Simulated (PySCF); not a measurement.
Two-component Hartree-Fock for Tc (technetium, neutral)

Start: [Kr] 4d5 5s1 5p1; 4d5/2 filled at m_j = -3/2, -1/2, +1/2, +3/2, +5/2; 5s1/2 filled at m_j = +1/2; 5p3/2 filled at m_j = +3/2. Calculated with PySCF 2.14 in x2c-TZVPall-2c with one added diffuse shell each of s, p, d type (9s10p8d1f, 86 functions): generalised Hartree-Fock with the X2C-1e Hamiltonian and a Gaussian nucleus; one run each with spin-orbit coupling (SO) switched off, then screened by Boettger's factors. This is a chosen level, not necessarily the ground level.

```csv
spinor shell,electrons,"ε, spin-free (eV)","ε, screened SO (eV)",weight of nominal j (screened SO),"rms radius, screened SO (bohr)"
1s1/2,2,-21160.9,-21159.7,1.000,0.0394
2s1/2,2,-3097.6,-3097.3,1.000,0.162
2p1/2,2,-2765.7,-2847.4,1.000,0.141
2p3/2,4,-2765.7,-2727.6,1.000,0.145
3s1/2,2,-573.82,-573.78,1.000,0.442
3p1/2,2,-461.93,-476.18,1.000,0.439
3p3/2,4,-461.93,-455.31,1.000,0.450
3d3/2,4,-280.98,-283.52,0.964,0.433
4s1/2,2,-90.803,-90.832,1.000,1.13
4p1/2,2,-57.226,-62.890,0.655,1.26
4p3/2,4,-57.226,-54.526,0.827,1.26
4d5/2,5,-15.187,-15.228,0.578,1.82
5s1/2,1,-9.514,-9.528,0.999,3.51
5p3/2,1,-4.869,-4.812,1.000,4.75
```

Problem. Where does 3d5/2 lie, and what is the 3d spin-orbit splitting (screened SO)?

Solution. At -279.28 eV, 4.241 eV above 3d3/2.

```csv
quantity,spin-free,screened SO
E (hartree),-4282.74306,-4283.29512
M_J,9/2,9/2
⟨J²⟩,24.760,24.760
⟨L²⟩,2.008,2.032
⟨S²⟩,15.752,15.736
```

Each row is a mean over spinors that exchange with the open shell spreads, by up to 9.765 eV (4p3/2).

Rows whose weight is well below 1 are mixtures of j = l ± 1/2: exchange outweighs spin-orbit coupling there, and the label is only the starting occupation.

Breit and QED terms are absent; they matter most for the inner s and p1/2 levels.

Densities and radii are taken from the X2C orbitals without a picture-change correction, which distorts them close to the nucleus.

Without spin-orbit coupling the j labels of p, d and f shells carry no meaning; the spin-free column gives the mean over the occupied spinors of each nl shell.
